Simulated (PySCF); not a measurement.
**EPR parameters of CH8NSi2**

Compound: CH8NSi2 (doublet state).
Structure used (GFN2-xTB), in Å, numbered top down from 1:
```
atom  x, y, z in Å
C1    -1.3729   -1.0566    0.0800
Si2   -0.5527    0.6279   -0.2253
N3    -0.5841    1.5754    1.1125
Si4    1.7697   -0.0346   -0.2029
H5    -2.4507   -0.9576    0.0093
H6    -1.0560   -1.8057   -0.6402
H7    -1.1390   -1.4173    1.0749
H8    -0.8001    0.9949   -1.6348
H9    -0.4843    2.5777    1.0950
H10    2.1328   -0.6633    1.0580
H11    2.5797    1.1506   -0.4602
H12    1.9589   -0.9921   -1.2923
```

The hyperfine couplings belong to this conformer and change with its torsions.

The species is `C[Si@@H]([NH])[SiH3]` [radical].

Method used: UKS B3LYP, pcH-1 on C H N Si, non-relativistic, mean-field spin-orbit, GIAO (PySCF 2.14.0). One conformer (not necessarily the lowest) at the GFN2-xTB geometry, without solvent, vibrations or thermal averaging. A GFN2-xTB geometry isn't a minimum of the functional, and hyperfine couplings can be far from their values at a DFT geometry. The SCF solution wasn't tested for stability.

* g1, g2, g3: 2.00210, 2.00416, 2.00860
* g_iso: 2.00495
* Form of g: rhombic: the two nearest values differ by 32 % of g3 − g1
* ⟨S²⟩: 0.7574 (exact 0.7500)
* α and β electrons: 25, 24
* Total energy: -676.64196 Eh
* Basis functions: 200

Isotropic coupling and dipolar principal values T1 to T3, in MHz; ρ(0) is the spin density at the nucleus:

```csv
atom,isotope,a_iso,of which spin–orbit,T1,T2,T3,Mulliken spin population,ρ(0) (bohr⁻³)
C1,13C,26.6,0.0,-3.9,-3.4,7.3,0.04,0.0237
Si2,29Si,60.0,-0.1,-4.8,-0.6,5.4,-0.05,-0.0677
N3,14N,23.6,0.1,-35.0,-33.8,68.8,0.79,0.0728
Si4,29Si,-163.2,0.2,-51.9,25.0,26.9,0.21,0.1840
H5,1H,4.5,0.0,-2.7,-0.6,3.3,0.00,0.0010
H6,1H,-2.3,0.0,-2.8,-0.9,3.7,0.00,-0.0005
H7,1H,-2.8,0.0,-2.7,-1.5,4.2,0.00,-0.0006
H8,1H,28.6,0.0,-2.7,-1.7,4.4,0.01,0.0064
H9,1H,-46.7,0.1,-43.1,-7.6,50.7,-0.03,-0.0105
H10,1H,-3.1,0.0,-3.4,-0.9,4.3,0.00,-0.0007
H11,1H,-1.5,0.0,-3.4,-0.9,4.3,0.00,-0.0003
H12,1H,50.1,0.0,-3.7,-0.1,3.8,0.03,0.0112
```

Largest spin populations (Mulliken): N3 (+0.79) and Si4 (+0.21).

Axes: g1 points within 11° of the Si2–Si4 bond and g3 points within 6° of the N3–H9 bond.

Under fast tumbling the dipolar parts average out, and these isotropic splittings remain: 1 × 1H (H9, I = 1/2, 2 lines) with 1.67 mT, 1 × 1H (H8, I = 1/2, 2 lines) with 1.02 mT, 1 × 14N (N3, I = 1, 3 lines) with 0.84 mT and 3 × 1H (H10/H11/H12, I = 1/2, 4 lines) with 0.54 mT.

Means are taken over nuclei equivalent by connectivity, which assumes that they swap fast. The three 1H nuclei of mean +15.2 MHz run from -3.1 to 50.1 MHz in the frozen geometry.

The 13C coupling of C1 (26.6 MHz) shows only in satellite lines or after enrichment, since that isotope makes up about 1.07 % of natural carbon.

The 29Si coupling of Si4 (-163.2 MHz) shows only in satellite lines or after enrichment, since that isotope makes up about 4.7 % of natural silicon.

Time: 32 s of wall time (grids of density and orbitals included); peak memory 0.75 GiB. Hardware: Arm Neoverse V1, one thread, shared host with 32 logical CPUs at a one-minute load of 24.
